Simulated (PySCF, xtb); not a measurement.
C3H4O2Si, SMILES C=C1OC(=O)[SiH2]1.

Harmonic wavenumbers (cm⁻¹) from GFN2-xTB (xtb) at its own minimum, in rising order: 116, 278, 305, 334, 379, 491, 549, 577, 581, 639, 677, 721, 752, 877, 933, 1012, 1150, 1373, 1700, 1820, 2318, 2321, 3104, 3153.

Task: What does PBE-D3(BJ)/def2-SVP run with PySCF 2.14.0 give at its own minimum? (An estimate is asked for; the answer gives what the named calculation found.)

Result: 124, 278, 310, 350, 363, 531, 625, 626, 642, 650, 709, 715, 838, 892, 908, 936, 1141, 1338, 1676, 1880, 2175, 2193, 3090, 3197. Paired by order, the mean absolute difference is 41 cm⁻¹ and the zero-point energies are 37.4 and 37.4 kcal/mol.
